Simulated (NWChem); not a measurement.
SiF₂, singlet; SMILES F[Si]F

```xyz
3

Si     0.0000     0.0000     0.5806
F      1.2465     0.0000    -0.4649
F     -1.2465     0.0000    -0.4649
```
Atoms are numbered in this order, from 1.

Computed with NWChem. Geometry optimised at PBE0/def2-SVP; all other runs use it. Low-valent species are run as closed-shell singlets; no triplet was tried in these runs.

```tsv
quantity	level	value
dipole in solution (D) in water	PBE0/def2-SVP, SMD	1.39
vertical, lowest state with f > 0.02, singlet (eV)	PBE0/def2-SVPD, TDA	5.84
isotropic polarisability (bohr³), static	PBE0/def2-SVPD	?
−ε(HOMO) (eV)	PBE/def2-SVP	?
dipole (D)	PBE0/def2-SVP	1.19
highest harmonic frequency (cm⁻¹)	PBE0/def2-SVP	?
```

Question: What belongs in the gaps?

Answer: 
- isotropic polarisability (bohr³), static, value: 28.3
- −ε(HOMO) (eV), value: 7.00
- highest harmonic frequency (cm⁻¹), value: 890
